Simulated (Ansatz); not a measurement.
```yaml
crystal:
  periodic: [false, false, false]
  atoms:
    - {symbol: Zn, position_ang: [-2.541626, 2.583103, -1.606697]}
    - {symbol: N, position_ang: [-1.356732, 0.955619, -0.922158]}
    - {symbol: H, position_ang: [-0.620871, 1.308867, -0.313690]}
    - {symbol: H, position_ang: [-0.941609, 0.483860, -1.723131]}
    - {symbol: H, position_ang: [-1.943648, 0.302838, -0.406594]}
    - {symbol: Cl, position_ang: [-2.210631, 2.311860, -3.850445]}
    - {symbol: Cl, position_ang: [19.507057, 4.120836, 4.938321]}
    - {symbol: Cl, position_ang: [-4.549783, 1.930456, -0.739880]}
    - {symbol: Cl, position_ang: [-1.424929, 4.274197, -0.557975]}
    - {symbol: Cl, position_ang: [-3.917229, -18.271636, 5.182248]}
basis:
  gaussian: {orbitals: def2-TZVPD}
total_charge: -3
magnetization: {spin_polarized: true, initial_magnetization: 2}
hamiltonian: {xc: pbe0, dispersion: d4}
scf: {omitted_lower_state_checks: [starts]}
output: {orbitals: {seedname: orbitals}}
```

```sh
$ ansatz run in.yaml --threads 4 --pin off --events-out ev --progress --plain --max-ram 4787MiB
```

**Question.** Does this run fit into the memory that it is given?

**Answer.** No. It has 345 basis functions, and Ansatz plans for 4.72 GiB where 4.67 GiB are given.
